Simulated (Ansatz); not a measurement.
```yaml
crystal:
  periodic: [false, false, false]
  atoms:
    - {symbol: Mg, position_ang: [-1.382557, -0.951571, 0.253371]}
    - {symbol: Mg, position_ang: [1.408626, -0.397174, -0.859072]}
    - {symbol: Mg, position_ang: [-0.031126, 1.812999, 0.824642]}
    - {symbol: Se, position_ang: [-2.222501, 1.024358, 1.575148]}
    - {symbol: Se, position_ang: [2.193995, 1.903243, -0.189253]}
    - {symbol: Se, position_ang: [0.715014, -2.383224, 0.606753]}
    - {symbol: Se, position_ang: [-0.681452, -1.008621, -2.211599]}
basis:
  gaussian: {orbitals: def2-TZVPD, initial_orbitals: start.molden}
total_charge: -1
magnetization: {spin_polarized: true, initial_magnetization: 1}
hamiltonian: {xc: pbe0, dispersion: d4}
scf: {omitted_lower_state_checks: [starts]}
output: {orbitals: {seedname: orbitals}}
```

The file start.molden holds the orbitals of an earlier run on this structure, at another level or in another basis.

```sh
$ ansatz run in.yaml --threads 4 --pin off --events-out ev --progress --plain --max-ram 4787MiB
```

(1) Does this run fit into the memory that it is given?

Answers

(1) No. It has 333 basis functions, and Ansatz plans for 6 GiB where 5 GiB are given.
